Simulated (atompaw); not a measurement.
silicon (Si): variants of one PAW (atompaw) potential

Base potential:

atompaw 4.2.0.5 input, output lines left out:

```
Si 14
GGA-PBESOL loggrid 1500 logderivrange -3 5 201
3 3 0 0 0 0
3 1 1
0 0 0
c
c
v
c
v
2
2.40 1.95 1.95 2.10
y
-0.95
n
y
-0.55
n
y
0.2
y
1.35
n
custom polynom2 7 10 vanderbiltortho sinc
3 0 troulliermartins
1.70
1.70
2.40
2.40
2.40
2.40
```

Cutoffs, loose and tight: the cutoffs (Ry, on a coarse ladder) from which the occupation-weighted sum of valence levels, in a spherical-Bessel basis at the reference potential, stays within 10 and 1 mRy of its value at 400 Ry. They see the waves, projectors and local potential, not the compensation charge or the core. A dash means not determined.

A true bound ghost makes a file unfit for plane-wave use even where its test errors are small: the radial tests pick states by their node count and pass the ghost by.

```csv
change,outcome,"cutoff, loose","cutoff, tight",bound ghosts
base,generated,18 Ry,18 Ry,s
"all radii scaled by about 0.74 (s 1.26, p 1.78, d 1.78 bohr); local potential troulliermartins scheme with l = 3 at 0 Ry, radius 1.46 bohr; augmentation sinc compensation charge, radius 1.46 bohr; PAW radius 1.78 bohr; waves and projectors: custom polynom2 7 10 vanderbiltortho; core correction smooth core density matched at 1.56 bohr",generated,18 Ry,25 Ry,s
"all radii scaled by about 0.82 (s 1.40, p 1.98, d 1.98 bohr); local potential troulliermartins scheme with l = 3 at 0 Ry, radius 1.60 bohr; augmentation sinc compensation charge, radius 1.60 bohr; PAW radius 1.98 bohr; waves and projectors: custom polynom2 7 10 vanderbiltortho; core correction smooth core density matched at 1.72 bohr",generated,18 Ry,21 Ry,s
"all radii scaled by about 0.93 (s 1.58, p 2.22, d 2.22 bohr); local potential troulliermartins scheme with l = 3 at 0 Ry, radius 1.82 bohr; augmentation sinc compensation charge, radius 1.82 bohr; PAW radius 2.22 bohr; waves and projectors: custom polynom2 7 10 vanderbiltortho; core correction smooth core density matched at 1.94 bohr",generated,18 Ry,21 Ry,s
"all radii scaled by about 1.11 (s 1.90, p 2.66, d 2.66 bohr); local potential troulliermartins scheme with l = 3 at 0 Ry, radius 2.16 bohr; augmentation sinc compensation charge, radius 2.16 bohr; PAW radius 2.66 bohr; waves and projectors: custom polynom2 7 10 vanderbiltortho; core correction smooth core density matched at 2.34 bohr",generated,21 Ry,21 Ry,s
"all radii scaled by about 1.19 (s 2.02, p 2.86, d 2.86 bohr); local potential troulliermartins scheme with l = 3 at 0 Ry, radius 2.32 bohr; augmentation sinc compensation charge, radius 2.32 bohr; PAW radius 2.86 bohr; waves and projectors: custom polynom2 7 10 vanderbiltortho; core correction smooth core density matched at 2.50 bohr",generated,10 Ry,18 Ry,none
"all radii scaled by about 1.30 (s 2.20, p 3.12, d 3.12 bohr); local potential troulliermartins scheme with l = 3 at 0 Ry, radius 2.54 bohr; augmentation sinc compensation charge, radius 2.54 bohr; PAW radius 3.12 bohr; waves and projectors: custom polynom2 7 10 vanderbiltortho; core correction smooth core density matched at 2.72 bohr",generated,8 Ry,15 Ry,none
```

Reading the sweep of the scale of all radii (base = 1) (base included, trends over the rows without a ghost): Bound ghosts are found at 0.74, 0.82, 0.93, 1, 1.11.
